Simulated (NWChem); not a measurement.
**Correlation energy of Sb (-1)**

```xyz
1

Sb     0.0000     0.0000     0.0000
```
Charge -1, spin multiplicity 3.

All runs are NWChem calculations.

Basis set: def2-TZVPD. Each correlation energy counts from its own Hartree-Fock reference.

Effective core potentials replace the inner electrons of Sb; spin-orbit coupling is left out. The correlated methods keep 4 core orbitals frozen. The stability of the SCF solutions was not checked. Open-shell Hartree-Fock references start from PBE0 orbitals. Coupled-cluster values serve here as a point of comparison, not as the truth.

```
method           correlation energy (mHa)
---------------  ------------------------
UMP2                                  [?]
SCS-UMP2                           -274.1
CCSD on UHF                        -306.0
CCSD[T] on UHF                     -314.3
CCSD(T) on UHF                        [?]
CCSD on ROHF                          [?]
CCSD[T] on ROHF                       [?]
CCSD(T) on ROHF                    -318.4
```

Task: Fill in the missing entries.

Result: 
- UMP2, correlation energy (mHa): -308.5
- CCSD(T) on UHF, correlation energy (mHa): -313.8
- CCSD on ROHF, correlation energy (mHa): -310.1
- CCSD[T] on ROHF, correlation energy (mHa): -318.8
